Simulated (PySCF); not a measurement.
Si(I)4, I₄Si, SMILES I[Si](I)(I)I, singlet (B3LYP/def2-SVP optimised geometry):

```
5

I      1.647    -1.164     0.000
Si    -0.823    -1.164     0.000
I     -1.646    -2.329     2.017
I     -1.647     1.164     0.000
I     -1.647    -2.329    -2.017
```

Computed with B3LYP/def2-TZVP, def2 effective core potentials past Kr run with PySCF.

What are the frontier orbital energies and the dipole moment?

HOMO-2 -7.47 eV, HOMO-1 -7.47 eV, HOMO -7.47 eV, LUMO -3.14 eV, LUMO+1 -1.16 eV; dipole moment 0.00 D.

On the same geometry PySCF with PBE/def2-TZVP, def2 effective core potentials past Kr gives HOMO-2 -6.60 eV, HOMO-1 -6.60 eV, HOMO -6.60 eV, LUMO -3.63 eV, LUMO+1 -1.80 eV; dipole moment 0.00 D.
